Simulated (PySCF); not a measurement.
Computed with PySCF 2.14.0 with B3LYP-D3(BJ)/def2-TZVP // PBE0-D4/def2-TZVP. All species are isolated molecules in the gas phase. One relaxed conformer stands for a flexible species; it need not be the lowest. B3LYP has the VWN-RPA correlation part, as in Gaussian. Excitations are Tamm–Dancoff values on a coarser integration grid. The basis has no diffuse functions, so Rydberg states are missing or too high.

Reference species (SMILES): `O[SiH3]` (neutral, multiplicity 1).

```yaml
LUMO: -0.24 eV
S1–T1 gap (TDA): 0.37 eV
S1 oscillator strength: 0.003
HOMO–LUMO gap: 8.27 eV
```

Changed species: `O[SiH2][GeH3]` (H–O–Si–Ge torsion 60°) (X = germyl; the reference has X = H).

Task: Give the shifts of the LUMO, S1–T1 gap (TDA), S1 oscillator strength and HOMO–LUMO gap.

Result: the LUMO decreases by 0.34 eV, to -0.58 eV; the S1–T1 gap (TDA) rises by 0.19 eV, to 0.56 eV; the S1 oscillator strength hardly moves; the HOMO–LUMO gap drops by 1.24 eV, to 7.03 eV.
